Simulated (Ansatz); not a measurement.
Cartesian coordinates (Å):
```xyz
5

Sn     0.0000     0.0001     0.0000
H      1.2789    -1.1219    -0.0591
H      0.6221     1.5780    -0.1457
H     -1.0810    -0.3043    -1.2793
H     -0.8201    -0.1519     1.4840
```
Charge 0, spin multiplicity 1.

Method: frozen-core CCSD(T)/def2-TZVPP // r2SCAN-D4/def2-TZVP (Ansatz, a program for electronic structure).

| Item | Value |
|---|---|
| HF energy | -215.64432 Ha |
| MP2 correlation energy | -0.35092 Ha |

Question: Estimate the CCSD correlation energy, the (T) correction, the total energy and the T1 diagnostic.

Answer: 
```yaml
CCSD correlation energy: -0.36835 Ha
"(T) correction": -0.00846 Ha
CCSD(T) total energy: -216.02113 Ha
T1 diagnostic: 0.013
```
